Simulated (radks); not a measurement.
Spherical quantum dot in the effective-mass picture: electrons in a parabolic well V = omega^2 r^2 / 2 with omega = 0.281, all in effective atomic units (hartree* = m*/eps^2 hartree, bohr* = eps/m* bohr), one dielectric constant everywhere. Calculated with a radial shooting solver with Libxc functionals: non-relativistic Kohn-Sham, exchange-only LDA, spin-polarised, spherical densities. Levels are named by radial order and angular momentum (1s, 1p, 1d, 2s, ...), and open shells are averaged over m.

N = 9, configuration 1s2 1p6 1d(up 1, down 0). This is the lowest configuration that the search found. Occupied and some empty levels:

| level | occupation | eigenvalue (hartree*) | <r> (bohr*) |
|---|---|---|---|
| 1s up | 1 | 2.5870 | 3.254 |
| 1s down | 1 | 2.5981 | 3.193 |
| 1p up | 3 | 2.7092 | 3.920 |
| 1p down | 3 | 2.7250 | 3.892 |
| 1d up | 1 | 2.8581 | 4.403 |
| 1d down | 0 | 2.8761 | 4.393 |
| 2s up | 0 | 2.9167 | 3.736 |
| 2s down | 0 | 2.9267 | 3.758 |
| 1f up | 0 | 3.0276 | 4.800 |
| 1f down | 0 | 3.0463 | 4.803 |
| 2p up | 0 | 3.1021 | 4.282 |
| 2p down | 0 | 3.1133 | 4.289 |

Energy (hartree*): total 15.3205, kinetic 1.6648, external 5.6618, Hartree 9.5414, exchange-correlation -1.5475.

Electron density:

| r (bohr*) | n(r) (e/bohr*^3) |
|---|---|
| 0.561 | 0.01302 |
| 1.16 | 0.01577 |
| 1.76 | 0.01908 |
| 2.37 | 0.02133 |
| 2.97 | 0.02115 |
| 3.57 | 0.01807 |
| 4.17 | 0.01294 |
| 4.77 | 0.007571 |
| 5.38 | 0.003542 |
| 5.98 | 0.001312 |
| 6.58 | 0.0003812 |
| 7.18 | 0.00008714 |
| 7.78 | 0.00001570 |
